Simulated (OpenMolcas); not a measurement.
Mo3+ (d3) in a complex was computed by CASSCF with the d shell active (OpenMolcas, ANO-RCC-VDZP on the metal). Its lowest spin-free states, and all those of the highest spin:

```
2S+1  Degeneracy  E (cm-1)
   4           1       0.0
   2           2     13010
   2           3     13539
   4           3     19734
   2           3     20007
   4           3     26113
   2           1     29994
   2           3     30938
   2           3     32032
   2           2     33653
   2           3     35608
   2           3     40298
   4           3     42575
```

Q: Is the site octahedral, tetrahedral or cube-like, axial, or of lower symmetry?

A: The states with 2S+1 = 4 have orbital degeneracies 1, 3, 3, 3. Threefold states need a cubic site. For d3 at this spin an octahedron puts the single A2 below the threefold T2 and a tetrahedron or cube puts the threefold T1 below the threefold T2, so the site is octahedral. The first gap at this spin, 19700 cm-1, is |10Dq| in ligand-field theory. The run had Mo3+ with 6 ligands (bromide) in octahedral coordination (Oh) at 2.5 Å. A charge of +0.5 e stands 3.2 Å behind each ligand. Ligand basis ANO-RCC-VDZP.

Without dynamic correlation the repulsion within the d shell is too large (B by tens of per cent), so at a given field states of lower spin stand too high. The least metal-like active orbital is 73 % on the metal (Löwdin) and no ligand orbital is active, so the numbers are rough. With metal d orbitals alone the field can be off either way by tens of per cent. Ligand-to-metal charge-transfer states are missing. With no ligand orbital active B as a rule stays too high, so bands that hang on it stand too high and its fall with covalency is understated. The distance lies 4 % under the 2.6 Å that this model takes as the normal distance (a Shannon-type radius plus a fixed donor radius); by an R⁻⁵ law this alone changes a d-shell field by about +22 %. No measured value stands beside these numbers; the geometry was imposed, not optimised, and the real ion may take another.
